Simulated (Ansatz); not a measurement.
## A relaxation, step by step

BH₂SF₃ (SMILES S.FB(F)F), singlet, PBE0-D4/def2-TZVP (Ansatz 0.2.0). Settings:

```yaml
hamiltonian: {xc: pbe0, dispersion: d4}
relax: {f_tol: 0.005, max_steps: 200}
```

Start (the SMILES describes the start alone):

```xyz
7
angstrom
S 0.4911 0.4567 -1.4606
H 0.5525 -0.8723 -1.7507
H -0.8289 0.5097 -1.7908
F 1.1055 -0.6588 1.3958
B -0.0355 -0.0065 1.1738
F -0.1395 1.2769 1.5132
F -1.1451 -0.7055 0.9192
```

| step | energy less the last (meV) | largest force component (eV/Å) |
| --- | --- | --- |
| 1 | 26.9 | 0.604 |
| 2 | 7.6 | 0.252 |
| 3 | 2.1 | 0.071 |
| 4 | 1.1 | 0.063 |
| 5 (rejected trial) | 1.1 | 0.114 |
| 6 | 0.5 | 0.017 |
| 7 | 0.4 | 0.007 |
| 8 | 0.3 | 0.004 |
| 9 | 0.3 | 0.020 |
| 10 | 0.2 | 0.014 |
| 11 | 0.1 | 0.030 |
| 12 (rejected trial) | 0.1 | 0.034 |
| 13 | 0.0 | 0.006 |
| 14 | 0.0 | 0.010 |
| 15 | 0.0 | 0.017 |
| 16 | 0.0 | 0.007 |
| 17 | 0.0 | 0.006 |
| 18 | 0.0 | 0.004 |

Step 3, positions (Å) and forces (eV/Å):

```tsv
atom	x	y	z	Fx	Fy	Fz
S1	0.484	0.435	-1.482	0.069	0.071	-0.011
H2	0.550	-0.862	-1.817	-0.008	-0.042	0.006
H3	-0.804	0.524	-1.841	-0.052	0.000	-0.014
F4	1.096	-0.644	1.417	0.027	0.001	0.003
B5	-0.043	-0.011	1.220	-0.029	-0.056	0.035
F6	-0.145	1.266	1.527	0.007	0.026	-0.025
F7	-1.137	-0.709	0.976	-0.014	0.000	0.006
```

Step 8, positions (Å) and forces (eV/Å):

```
atom       x       y       z      Fx      Fy      Fz
  S1   0.496   0.441  -1.520   0.002   0.001   0.001
  H2   0.532  -0.867  -1.818  -0.004   0.001  -0.001
  H3  -0.798   0.544  -1.863   0.002  -0.002   0.000
  F4   1.101  -0.639   1.437  -0.003   0.002   0.000
  B5  -0.045  -0.018   1.244   0.000  -0.002  -0.002
  F6  -0.153   1.263   1.525  -0.001  -0.002  -0.001
  F7  -1.132  -0.724   0.995   0.004   0.002   0.002
```

Step 16, positions (Å) and forces (eV/Å):

```csv
atom,x,y,z,Fx,Fy,Fz
S1,0.534,0.397,-1.516,-0.007,-0.003,-0.002
H2,0.423,-0.903,-1.831,0.001,0.003,0.001
H3,-0.744,0.644,-1.842,0.005,0.000,0.002
F4,1.129,-0.584,1.478,-0.006,0.004,-0.002
B5,-0.040,-0.024,1.240,-0.001,-0.006,0.004
F6,-0.215,1.259,1.482,0.001,-0.003,-0.002
F7,-1.087,-0.787,0.988,0.006,0.004,0.000
```

Last step (18):

```
7
angstrom
S 0.5360 0.3941 -1.5166
H 0.4180 -0.9045 -1.8347
H -0.7411 0.6488 -1.8417
F 1.1295 -0.5816 1.4814
B -0.0399 -0.0247 1.2415
F -0.2180 1.2584 1.4799
F -1.0847 -0.7903 0.9901
```

The run took about 33 s on 4 CPU threads of an Arm Neoverse V1 (shared host).
